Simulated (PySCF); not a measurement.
Compound: monosilicic acid, H4O4Si.
SMILES: `O[Si](O)(O)O`

Theory: PBE0/def2-SVPD in PySCF (dipole) on a GFN2-xTB geometry, gas phase.

Masses are those of the commonest isotopes; rigid-rotor values at the optimised geometry. 

(1) What are A, B and C (MHz)?

(2) Classify the top.

(3) Is it planar, by Δ = Ic − Ia − Ib?

(4) Give the other two planar moments, Paa and Pbb, and the rms extents of the mass along the axes.

Answers

(1) Ia = 122.05, Ib = 122.17, Ic = 134.01 u·Å²; 505379 MHz·u·Å²/I gives A = 4141, B = 4137, C = 3771 MHz.

(2) An oblate symmetric top, as the point group S4 requires two equal moments; the computed ones differ by 0.10 % because the geometry is symmetric only within the optimiser's tolerance: κ = (2 × 4137 − 4141 − 3771)/(4141 − 3771) = 0.98.

(3) Not planar: Δ = Ic − Ia − Ib = -110.22 u·Å². For a rigid frame Δ = −2 Σ m c², so Σ m c² = 55.11 u·Å² lies off the ab plane: 6.77 from hydrogen and 48.33 from heavier atoms. The atom farthest from that plane is 1.30 Å away.

(4) Paa = Σ m a² = (Ib + Ic − Ia)/2 = 67.06 and Pbb = Σ m b² = (Ia + Ic − Ib)/2 = 66.94 u·Å². With the mass M = 95.99 u, the rms extents √(P/M) along a, b and c are 0.84, 0.84, 0.76 Å.

The point group S4 allows no dipole (computed: 0.02 D), so a rigid rotor has no electric-dipole lines.

Question: Estimate the classical rotational partition function at 10 K, 100 K and 500 K.

Answer: Point group S4, symmetry number σ = 2; q = (√π/σ)·√((kT/h)³/(ABC)), k/h = 20836.6 MHz/K: 332 at 10 K, 10500 at 100 K, 117000 at 500 K.

Not checked by GFN2-xTB frequencies. Zero-point vibration and centrifugal distortion are left out.

Time: 12 s of wall time. Hardware: one thread, Arm Neoverse V1, on a shared host. This is the PBE0/def2-SVPD job that gave the dipole, with the excitations it also computed.

The values belong to the conformer `[OH:1][Si:2]([OH:3])([OH:4])[OH:5]`: H–O1–Si2–O3 166°, H–O3–Si2–O1 -43°, H–O4–Si2–O1 -167°, H–O5–Si2–O1 -75°.
